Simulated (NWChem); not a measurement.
Ionisation of Te

SMILES: [Te]
```xyz
1

Te     0.0000     0.0000     0.0000
```
Charge 0, spin multiplicity 3.

All runs are NWChem calculations.

Basis set: def2-TZVP. The species with one electron less has spin multiplicity 4. Δ marks differences of total energies (open shells unrestricted). −ε marks an orbital energy of the parent. That orbital need not have the symmetry of the hole or added electron in the Δ rows.

Effective core potentials replace the inner electrons of Te; spin-orbit coupling is left out. B3LYP has NWChem's definition, with VWN1-RPA local correlation. No SCF solution was tested for a lower state.

### Question
One of these methods gave a first vertical ionisation energy of 8.46 eV. Which?
A. ΔPBE
B. −ε(beta HOMO) of r2SCAN
C. G0W0@BHandHLYP
D. −ε(beta HOMO) of B3LYP

### Answer
C, G0W0@BHandHLYP. The others give 5.47 (−ε(beta HOMO) of r2SCAN), 8.72 (ΔPBE), 6.10 (−ε(beta HOMO) of B3LYP).
